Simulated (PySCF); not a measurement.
Working out the ionisation energy of I⁺

I⁺ [Kr] 4d10 5s2 5p4 (3P) → I²⁺ [Kr] 4d10 5s2 5p3 (4S). Computed with PySCF 2.14 in aug-cc-pVTZ-DK3, with scalar relativity by spin-free X2C-1e. Frozen: [Kr] 4d10. Energies in hartree (1 hartree = 27.21139 eV):

```csv
part,I⁺ (lower),I²⁺ (upper)
UHF,-7112.030047,-7111.381012
MP2 opposite-spin,-0.068637,-0.048257
MP2 same-spin,-0.019731,-0.017101
```

Question: What does Hartree-Fock give?

Answer: (-7111.381012) − (-7112.030047) = 0.649035 hartree = 17.661 eV.

Question: What do MP2 and SCS-MP2 (6/5 opposite-spin, 1/3 same-spin) give?

Answer: The opposite-spin parts differ by 0.555 eV and the same-spin parts by 0.072 eV. MP2: 17.661 + (0.555) + (0.072) = 18.288 eV. SCS-MP2: 17.661 + 1.2 × (0.555) + (0.072)/3 = 18.351 eV.

Measured between the centres of the two terms (NIST): 18.750 eV, so MP2 (valence) is off by -0.462 eV.

What remains against the reference includes basis incompleteness, the frozen core and correlation beyond second order.
